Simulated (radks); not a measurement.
Values are calculated unless marked as measured or tabulated.
Task: Isoelectronic series with 3 electrons, each ion in its NIST ground configuration. Level of theory: scalar-relativistic Kohn-Sham, PBEsol, spin-polarised, spherical densities, point nucleus; open shells are filled with parallel spins first (spin-orbit coupling, left out, can overturn this in heavy ions) (a radial shooting solver on a logarithmic mesh with Libxc functionals). Total energies (hartree) and mean radii <r> (bohr):

ion    configuration  E (hartree)    2s up  1s down    1s up
Li          [He] 2s1     -7.39836    3.814   0.5840   0.5840
O5+         [He] 2s1    -64.00264   0.8911   0.1983   0.1984
Al10+       [He] 2s1   -177.15411   0.5094   0.1191   0.1192
Ar15+       [He] 2s1   -347.32412   0.3562  0.08498  0.08500
V20+        [He] 2s1   -575.23643   0.2733  0.06590  0.06592
Ni25+       [He] 2s1   -861.87759   0.2212  0.05370  0.05371
As30+       [He] 2s1  -1208.51841   0.1854  0.04520  0.04520
Sr35+       [He] 2s1  -1616.74293   0.1591  0.03892  0.03893
Tc40+       [He] 2s1  -2088.48635   0.1390  0.03409  0.03409
Cd45+       [He] 2s1  -2626.08430   0.1231  0.03023  0.03024
I50+        [He] 2s1  -3232.33639   0.1101  0.02708  0.02709
Ce55+       [He] 2s1   -3910.5888  0.09928  0.02445  0.02445
Eu60+       [He] 2s1   -4664.8418  0.09011  0.02221  0.02222
Er65+       [He] 2s1   -5499.8924  0.08222  0.02028  0.02028

Estimate the row of Ta70+ ([He] 2s1).

Result: E (hartree) -6421.5240; 2s up 0.07531; 1s down 0.01858; 1s up 0.01858.
